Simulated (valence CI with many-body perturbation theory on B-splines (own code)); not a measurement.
# How close is CI+MBPT for Se?

Level of theory: configuration interaction combined with many-body perturbation theory (CI+MBPT): six valence electrons over a frozen Dirac-Fock core [Ar] 3d10, a basis of 9 s, 9 p, 8 d, 6 f, 3 g, 1 h functions for each j, with the one-electron correlation potential Σ1, the two-electron term Σ2, the three-electron term Σ3, Breit, model QED; selected CI, second order for the rest, scaled by the run's own slope (own B-spline code, finite nucleus).

Set against measurement, 27 paired levels are off by 435 cm⁻¹ on average, the worst by 937. These come from a selection out of the NIST Handbook of Basic Atomic Spectroscopic Data. Levels without a partner in it may be off by more. Among the levels kept, up to 6200 cm⁻¹ of a level comes from second order outside the variational space, and about a tenth of that is noise between levels of different J, which matters for small intervals.

Measured levels: NIST Handbook of Basic Atomic Spectroscopic Data (Sansonetti and Martin, J. Phys. Chem. Ref. Data 34, 1559 (2005)). Pairs share parity and J, and are chosen by configuration, term and nearness in energy; levels without a clear partner are left out. Energies in cm⁻¹ above the measured ground level. The last column is blank where CI alone has no clear partner.

```csv
Computed label,Label in the source,Measured,Computed,Difference,"CI alone, difference"
4s2.4p4 3P_2,4p4 3P,0,0.0,0,0
4s2.4p4 3P_1,4p4 3P,1989.5,1782.5,-207,-348
4s2.4p4 3P_0,4p4 3P,2534.4,2160.3,-374,-547
4s2.4p4 1D_2,4p4 1D,9576.1,9735.3,+159,+119
4s2.4p4 1S_0,4p4 1S,22446.2,22350.1,-96,-308
4s2.4p3.5s 5S°_2,4p3(4S°) 5s 5S°,48182.4,47627.4,-555,-1495
4s2.4p3.5s 3S°_1,4p3(4S°) 5s 3S°,50997.2,50829.2,-168,-994
4s2.4p3.5p 5P_1,4p3(4S°) 5p 5P,59243.0,58663.1,-580,-1561
4s2.4p3.5p 5P_2,4p3(4S°) 5p 5P,59288.0,58705.4,-583,-1465
4s2.4p3.5p 5P_3,4p3(4S°) 5p 5P,59391.5,58669.0,-723,-1706
4s2.4p3.5p 3P_1,4p3(4S°) 5p 3P,60622.5,60044.2,-578,-1544
4s2.4p3.5p 3P_2,4p3(4S°) 5p 3P,60677.6,60129.2,-548,-1622
4s2.4p3.5p 3P_0,4p3(4S°) 5p 3P,60696.2,59910.4,-786,-1761
4s2.4p3.5s 3D°_1,4p3(2D°) 5s 3D°,61681.5,61696.6,+15,-785
4s2.4p3.5s 3D°_2,4p3(2D°) 5s 3D°,61828.7,61472.8,-356,-1183
4s2.4p3.5s 3D°_3,4p3(2D°) 5s 3D°,62247.8,62000.5,-247,-1103
4s2.4p3.4d 5D°_4,4p3(4S°) 4d 5D°,63370.2,62647.9,-722,-1957
4s2.4p3.4d 5D°_2,4p3(4S°) 4d 5D°,63373.4,63174.1,-199,-1326
4s2.4p3.4d 5D°_0,4p3(4S°) 4d 5D°,63381.1,62618.7,-762,-2003
4s2.4p3.4d 5D°_1,4p3(4S°) 4d 5D°,63383.0,63152.2,-231,-1441
4s2.4p3.4d 5D°_3,4p3(4S°) 4d 5D°,63387.6,63107.7,-280,-1424
4s2.4p3.5s 1D°_2,4p3(2D°) 5s 1D°,63479.5,63097.7,-382,-1184
4s2.4p3.4d 3D°_2,4p3(4S°) 4d 3D°,65278.2,65092.5,-186,-1362
4s2.4p3.4d 3D°_1,4p3(4S°) 4d 3D°,65299.8,65057.9,-242,-1353
4s2.4p3.4d 3D°_3,4p3(4S°) 4d 3D°,65340.0,65134.7,-205,-1360
4s2.4p3.6p 5P_1,4p3(4S°) 6p 5P,69263.5,68457.8,-806,-1696
4s2.4p3.6p 5P_2,4p3(4S°) 6p 5P,69277.8,68456.8,-821,-1647
4s2.4p3.6p 5P_3,4p3(4S°) 6p 5P,69314.6,68377.5,-937,-1843
```

Over 27 excited levels the mean absolute difference is 435 cm⁻¹, the median 374 and the largest 937. For the 27 levels that pair on every rung the mean is CI alone 1301, + Σ1 368, + Σ2 436, + Σ3 421, + Breit 453, + QED 435. The comparison draws on a selection of the measured levels: 28 of the 51 computed ones have a partner in it, and others may be off by more.

Rates against NIST Handbook of Basic Atomic Spectroscopic Data (Sansonetti and Martin, J. Phys. Chem. Ref. Data 34, 1559 (2005)):

```json
{"λ vac, measured (nm)": "196.09", "Upper": "4s2.4p3.5s 3S°_1", "Lower": "4s2.4p4 3P_2", "A computed (s⁻¹)": "2.95e+08", "A tabulated (s⁻¹)": "2.13e+08"}
{"λ vac, measured (nm)": "204.05", "Upper": "4s2.4p3.5s 3S°_1", "Lower": "4s2.4p4 3P_1", "A computed (s⁻¹)": "1.46e+08", "A tabulated (s⁻¹)": "9.80e+07"}
{"λ vac, measured (nm)": "206.34", "Upper": "4s2.4p3.5s 3S°_1", "Lower": "4s2.4p4 3P_0", "A computed (s⁻¹)": "4.94e+07", "A tabulated (s⁻¹)": "3.30e+07"}
{"λ vac, measured (nm)": "207.54", "Upper": "4s2.4p3.5s 5S°_2", "Lower": "4s2.4p4 3P_2", "A computed (s⁻¹)": "1.43e+06", "A tabulated (s⁻¹)": "1.70e+06"}
{"λ vac, measured (nm)": "216.48", "Upper": "4s2.4p3.5s 5S°_2", "Lower": "4s2.4p4 3P_1", "A computed (s⁻¹)": "2.93e+05", "A tabulated (s⁻¹)": "3.20e+05"}
```
